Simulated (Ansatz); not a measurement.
Consider the redistribution: `C[SiH2]N[SiH2]Cl` + `O[SiH](F)[SiH3]` → `C[SiH2][SiH](O)F` + `[SiH3]N[SiH2]Cl`.

Isolated molecules relaxed with PBE0-D4/def2-TZVP in Ansatz; ΔE leaves out vibrations. CCSD(T)/CBS is the MP2 limit (def2-TZVPP, def2-QZVPP) plus CCSD(T) − MP2 in def2-TZVPP, frozen cores. Functionals use def2-TZVPP. B3LYP here is the variant with VWN-RPA as its local correlation; programs differ in this. One conformer a species, not always the lowest.

(1) Is it downhill or uphill in electronic energy at CCSD(T)/CBS, and by how much? (Estimate.)

(2) What do these levels give: LDA (SPW92), PBE-D4, PBE0-D4, B3LYP-D4, r2SCAN, RPA@PBE/def2-TZVPP? (Estimate.)

Largest T1 diagnostic among the species: 0.013.

## Answers

(1) Computed: Uphill: ΔE = +8.3 kJ/mol.

(2) The calculation gave: LDA (SPW92) 10.2, PBE-D4 8.5, PBE0-D4 8.4, B3LYP-D4 8.0, r2SCAN 8.9, RPA@PBE/def2-TZVPP 7.2 kJ/mol.

Leaving LDA and LC-ωPBE aside and taking each functional with its dispersion term where it has one, the values, not all of them listed here, spread over 2.5 kJ/mol, from B2PLYP to B97M-V.
